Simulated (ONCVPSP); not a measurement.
**platinum (Pt): one change to an ONCV potential, before and after**

```json
{"Element": "platinum (Pt)", "Generator": "ONCVPSP 4.0.1", "Type": "optimised norm-conserving Vanderbilt (ONCV)", "Functional": "LDA (Perdew-Zunger)", "Relativity": "scalar-relativistic", "Frozen core": "[Kr] 4d10 4f14", "Valence charge": "18", "Reference configuration": "5s2 5p6 5d9 6s1", "Partial waves": "5s+6s: rc 1.80 bohr, ncon 4, nbas 8, qcut 7.2 1/bohr, 2 projectors; 5p: rc 1.60 bohr, ncon 3, nbas 7, qcut 10 1/bohr, 2 projectors, debl 0.4 Ha; 5d: rc 2.45 bohr, ncon 3, nbas 8, qcut 7 1/bohr, 2 projectors, debl 1.9 Ha", "Local potential": "polynomial inside 1.50 bohr (lpopt 5, dvloc0 0 Ha)", "Core correction": "none"}
```

In the p channel the program set the typed energies aside and used -2.069, 0.250 Ha.

Change: d: debl 5.8.

Cutoffs: the cutoffs (Ha) at which the residual kinetic energy of the hardest occupied pseudo-wave falls to 1 and 0.1 mHa per electron; they do not see the model core or the augmentation charge, which bear on the density cutoff. Errors are all-electron minus pseudo energies relative to the spin-unpolarised reference configuration.

Question: What does the change do?

Answer: The potential gets neither clearly harder nor softer (31 Ha and 37 Ha → 31 Ha and 37 Ha); of the 4 tests that both files solve, the error grows in 1 and shrinks in 2 by more than 15 % and 0.3 meV (median size 4.5 → 3.4 meV); the range in which the d phases agree narrows (upper end at the end of the scan → 1.0); neither file shows a bound ghost.

```csv
quantity,base,changed
"cutoff, loose",31 Ha,31 Ha
"cutoff, tight",37 Ha,37 Ha
bound ghosts,none,none
GHOST(+) flags under 300 eV,none,none
"error for 5s2 5p6 5d9 6s0, meV [ΔE 9.54 eV]",-3.3,-3.3
"error for 5s2 5p6 5d8 6s0, meV [ΔE 29.80 eV]",-5.7,-10
"error for 5s2 5p6 5d7 6s0, meV [ΔE 62.32 eV]",+21,+3.5
"error for 5s2 5p6 5d10 6s0, meV [ΔE 0.05 eV]",+2.3,+1.0
s: phases at 1.83 bohr within 0.05 rad from the reference energy up to (Ha; the scan ends near 5),to the end of the scan,to the end of the scan
p: phases at 1.62 bohr within 0.05 rad from the reference energy up to (Ha; the scan ends near 5),to the end of the scan,to the end of the scan
d: phases at 2.48 bohr within 0.05 rad from the reference energy up to (Ha; the scan ends near 5),to the end of the scan,1.0
```
